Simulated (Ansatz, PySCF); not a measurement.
Noncovalent pair: CH5N (SMILES CN) (first 7 atoms) with CH2O2 (SMILES O=CO); geometry from B3LYP-D3(BJ)/def2-TZVP, rigid monomers moved along the line of their centres of mass till N2···H12 is 1.52 Å.
(charge 0, multiplicity 1):
```xyz
12

C      0.19514     0.64616     0.15494
N     -0.56010    -0.44250     0.79307
H      0.98552     0.95850     0.83592
H     -0.46976     1.49363    -0.01173
H      0.64670     0.36391    -0.80059
H      0.05627    -1.22401     0.99038
H     -1.30299    -0.77824     0.19093
O      1.18291    -0.13755     3.20054
C      0.16642     0.24398     3.73199
O     -1.01817     0.35012     3.15720
H      0.12177     0.55384     4.78693
H     -0.94352     0.04451     2.18476
```

Counterpoise-corrected where a basis set is named; no monomer relaxation. Rows marked so take none.

Rows in 6-311+G** carry no dispersion term and start afresh at each structure.

Run with Ansatz (Gaussian orbitals); PySCF for 6-311+G** rows, the dispersion terms. 

Q: Give the interaction energy at the level PBE0/def2-TZVPPD.

A: -13.5 kcal/mol

Q: What is the computed interaction energy (PBE-D4/def2-TZVPPD)?

A: -14.7 kcal/mol

Q: What is the computed interaction energy (B3LYP/6-311+G** (no counterpoise))?

A: -12.6 kcal/mol

Ansatz is a quantum-chemistry and plane-wave program.
